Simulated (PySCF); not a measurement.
PySCF job for CH3ClGa, SMILES [CH3][Ga+][Cl], charge +1, KT2/pcSseg-2. Geometry: ωB97X-D3(BJ)/def2-TZVP. The multiplicity is an assumed one; other spin states were not compared. The isomer is the one that the SMILES or the coordinates give; other isomers of the formula were not compared.

```python
import numpy as np
from pyscf import gto, scf, dft
from pyscf.prop.nmr import rks as nmr

mol = gto.M(
    atom='''
    Ga    0.00000000    0.00000000   -0.28696159
    C    -0.00000000   -0.00000000   -2.19332469
    H    -0.89706155   -0.51791873   -2.53733503
    H     0.89706155   -0.51791873   -2.53733503
    H    -0.00000000    1.03583745   -2.53733502
    Cl   -0.00000000   -0.00000000    1.74516250
    ''',
    basis='pcSseg-2',
    charge=1,
    spin=0,
    max_memory=1600,
    verbose=3,
)
mf = dft.RKS(mol, xc='kt2').density_fit(auxbasis='def2-universal-jkfit')
mf.grids.level = 3
mf.conv_tol = 1e-10
mf.max_cycle = 100
mf.kernel()
n = nmr.NMR(mf)
n.verbose = 2
n.max_cycle_cphf = 60
sigma = n.kernel()
print('atom   isotropic/ppm   span/ppm')
for i, s in enumerate(sigma):
    w = np.linalg.eigvalsh((s + s.T) / 2)
    print(f'{mol.atom_symbol(i):2s}{i + 1:3d} {w.mean():14.3f} {w[2] - w[0]:11.3f}')
```

Program output:

```
converged SCF energy = -2437.07780121278
atom   isotropic/ppm   span/ppm
Ga  1       1481.662    1712.787
C   2        169.139      57.476
H   3         28.895      13.405
H   4         28.895      13.405
H   5         28.895      13.405
Cl  6        699.539     673.263
```

Self-consistency was reached.
